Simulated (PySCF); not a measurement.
Vertical excitation energies

Species: [GeCl5]- (charge -1).
Cartesian coordinates in Å at the PBE0-D3(BJ)/def2-SVP level; atoms count from 1:
```
atom  x, y, z in Å
Ge1    0.009   -0.017   -0.011
Cl2   -0.004   -0.022    2.265
Cl3    0.029   -0.013   -2.285
Cl4    2.223    0.002    0.005
Cl5   -1.108    1.896   -0.019
Cl6   -1.086   -1.942   -0.025
```

The calculation used TDDFT B3LYP/def2-SVPD, vertical, gas phase, core orbitals frozen in the response in PySCF 2.14.0, density-fitted response routines. The geometry's basis has no diffuse functions, a weakness for an anion. Relativistic effects, spin–orbit coupling among them, are left out although an element past zinc is present.

| state | λ (nm) | E (eV) | f | symmetry | main configurations (H = HOMO, L = LUMO) |
| --- | --- | --- | --- | --- | --- |
| S1 | 320.4 | 3.87 | 0.0000 | – | H-1/H→L (100%) |
| S2 | 319.9 | 3.88 | 0.0000 | – | H-1/H→L (100%) |
| S3 | 285.0 | 4.35 | 0.012 | E′ | H-3/H-2→L (99%) |
| S4 | 284.9 | 4.35 | 0.012 | E′ | H-3/H-2→L (99%) |
| S5 | 266.5 | 4.65 | 0.061 | A2″ | H-4→L (99%) |
| S6 | 252.8 | 4.90 | 0.0000 | – | H-6→L (99%) |
| S7 | 229.9 | 5.39 | 0.0006 | – | H-5→L (94%) |
| S8 | 229.6 | 5.40 | 0.040 | E′ | H-7→L (83%), H-8→L (14%) |
| S9 | 229.4 | 5.40 | 0.041 | E′ | H-8→L (83%), H-7→L (15%) |
| S10 | 217.2 | 5.71 | 0.0000 | – | H-9→L (98%) |
| S11 | 217.0 | 5.71 | 0.0000 | – | H-10→L (98%) |
| S12 | 185.2 | 6.69 | 0.0000 | – | H-1/H→L+1 (≥93%) |
| S13 | 185.1 | 6.70 | 0.0000 | – | H-1/H→L+1 (≥93%) |
| S14 | 181.2 | 6.84 | 0.0001 | – | H-1/H→L+2 (≥76%), H-1/H→L+3 (≥12%) |

Triplets (Tamm–Dancoff): T1 3.63 eV, H-1/H→L (98%); T2 3.63 eV, H-1/H→L (98%); T3 4.08 eV, H-3/H-2→L (≥97%); T4 4.08 eV, H-3/H-2→L (≥97%).

The lowest singlet level (S1/S2) comes at 320 nm (373 kJ/mol) in the ultraviolet; it is dark (f under 0.0005). The most intense listed level is S8/S9 at 5.40 eV (230 nm, f = 0.082 summed), 1.53 eV above S1. S1/S2, S3/S4, S7/S8/S9, S10/S11 and S12/S13 lie within about 0.01 eV of each other in each set; the point group D3h has degenerate representations, and within a degenerate level the listed configurations can mix freely. Löwdin shares by element: HOMO (one of a set within 0.03 eV) chlorine 97% or more; LUMO chlorine 50% or more, germanium 22% (atoms not listed hold the other 27%). Orbital energies (eV): HOMO-3 -4.37, HOMO-2 -4.37, HOMO-1 -3.93, HOMO -3.93, LUMO 0.96, LUMO+1 3.52, LUMO+2 3.77. Of the 14 states listed, 5 reach f = 0.01 and 8 stay under 0.0005. The listed states span 2.97 eV, and the widest gap between neighbours is 0.98 eV (S11 to S12). No computed singlet lies in the visible range (380 to 750 nm); the lowest, at 320 nm, stands 0.61 eV above its violet end (3.26 eV). No detachment energy is given for this anion; states above it aren't bound, and a finite basis only mimics them. Symmetry labels in D3h follow from the direction of the transition dipole and are given only for states with f of 0.002 or more. Orbitals of the list HOMO-3 to LUMO+2 that lie within 0.01 eV of each other are written together with a slash and their weights summed (≥ marks a lower bound); for degenerate orbitals outside that list single weights are arbitrary. Only the lowest 15 singlets were computed, as vertical energies without vibronic structure. The highest level found (6.85 eV, f 0.0001 so far) is left out, since the window may have cut off a degenerate partner.

Hardware: Arm Neoverse V2, one thread, on a shared host. Cost: 34 s wall (grids of density and orbitals included), 0.75 GiB resident at most.
